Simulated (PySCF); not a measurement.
Species: C6H8OSi.
SMILES with atom numbers: `[cH:1]1[cH:2][o:3][c:4]([SiH:5]2[CH2:6][CH2:7]2)[cH:8]1`

Geometry (PBE0-D3(BJ)/def2-SVP, Å), atoms numbered from 1 in this order:
```
atom  x, y, z in Å
C1     2.7351   -0.5455    0.3327
C2     2.8049    0.6502   -0.3211
O3     1.5885    1.2081   -0.4193
C4     0.6891    0.3749    0.1800
Si5   -1.1046    0.8371    0.1923
C6    -2.2672    0.0388   -1.0202
C7    -2.3263   -0.5441    0.4048
C8     1.3589   -0.7226    0.6617
H9     3.5643   -1.2134    0.5556
H10    3.6288    1.2111   -0.7562
H11   -1.4214    2.1900    0.7103
H12   -1.8473   -0.6099   -1.7967
H13   -3.1490    0.5910   -1.3638
H14   -1.9588   -1.5689    0.5305
H15   -3.2448   -0.3607    0.9731
H16    0.9104   -1.5572    1.1972
```

NICS = −σ at a ghost point: NICS(0) at the centroid of the ring atoms, NICS(1) 1 Å to either side along the normal of their mean plane, zz for the tensor component along that normal. Level: GIAO PBE/pcSseg-1 (PySCF, non-relativistic, gas phase) on the PBE0-D3(BJ)/def2-SVP geometry, one conformer.

Ring bond lengths (Å): C1–C2 1.365, C2–O3 1.342, O3–C4 1.365, C4–C8 1.373, C8–C1 1.426; Si5–C6 1.860, C6–C7 1.541, C7–Si5 1.856.

Task: What do the NICS probes read (ppm)?

Result: 
| ring | type | NICS(0) | NICS(1), two faces | NICS(1)zz, two faces | rms pucker (Å) | centre to ring atoms, mean (Å) |
| --- | --- | --- | --- | --- | --- | --- |
| C1–C2–O3–C4–C8 | 5-membered ring with O; formal bonds all aromatic | -12.0 | -10.7 / -10.8 | -27.5 / -27.1 | 0.00 | 1.17 |
| Si5–C6–C7 | 3-membered ring with Si; formal bonds all single | -25.9 | -7.8 / -7.0 | -16.5 / -14.3 | 0.00 | 1.01 |

Task: What do they say, and how far can they be read as aromaticity?

Result: 
- C1–C2–O3–C4–C8: mean NICS(1)zz -27.3 ppm, shielded. For a flat ring without four-coordinate atoms the NICS criterion counts such a value as aromatic.
- Si5–C6–C7: mean NICS(1)zz -15.4 ppm, shielded. Si5, C6, C7 have four or more neighbours, so the value isn't read as a sign of a π ring current. NICS(0) lies 18 ppm below the mean NICS(1).

Task: What does the geometric index give? Use HOMA with the parameters of Krygowski (1993).

Result: 
- C1–C2–O3–C4–C8: HOMA 0.39; the largest term is that of O3–C4, α(R − Ropt)² = 1.56.

Task: What is the mean of the two in-plane components of NICS at the second NICS(1) probe listed for ring Si5–C6–C7, 1 Å off the ring?

Result: The isotropic value is a third of the trace: (3 × -7.0 − (-14.3))/2 = -3.3 ppm.

Task: Give the inner angles of the rings.

Result: 
- C1–C2–O3–C4–C8: C1 105.6°, C2 110.7°, O3 108.1°, C4 108.7°, C8 106.9°; sum 540.0° against 540° for a flat convex ring.
- Si5–C6–C7: Si5 49.0°, C6 65.4°, C7 65.6°; sum 180.0° against 180° for a flat convex ring.

Task: How do the values depend on the level or the medium?

Result: 
```tsv
level	NICS(0), C1–C2–O3–C4–C8	mean NICS(1)zz, C1–C2–O3–C4–C8	NICS(0), Si5–C6–C7	mean NICS(1)zz, Si5–C6–C7
PBE/pcSseg-1, gas	-12.0	-27.3	-25.9	-15.4
PBE0/pcSseg-1, gas	-12.2	-27.6	-25.8	-15.6
PBE0/pcSseg-1, IEF-PCM benzene	-12.1	-27.6	-26.0	-15.7
PBE0/pcSseg-1, IEF-PCM methanol	-12.0	-27.6	-26.3	-15.8
```

The geometry is the same throughout; the continuum's cavity takes Bondi-type radii × 1.2.
